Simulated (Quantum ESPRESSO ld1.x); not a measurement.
Values are calculated unless marked as measured or tabulated.
Hf41+, 31 electrons, occupied as [Ar] 3d10 4s2 4p1. Level of theory: scalar-relativistic Kohn-Sham, LDA (Slater exchange, VWN5 correlation), spin-unpolarised, spherical densities, point nucleus (ld1.x of Quantum ESPRESSO 7.5). Some entries of the table are withheld. Estimate them.

orbital,occ.,eigenvalue (Ry),<1/r> (bohr^-1)
1s,2,-4936.90,83.78
2s,2,-960.353,19.59
2p,6,-860.980,17.87
3s,2,-320.597,7.368
3p,6,(1),6.850
3d,10,-256.624,6.487
4s,2,-153.794,(2)
4p,1,-142.492,3.391
4d,0,-129.164,3.199
5s,0,-90.1887,2.141

Answer. 
(1) 3p eigenvalue (Ry): -290.799
(2) 4s <1/r> (bohr^-1): 3.602
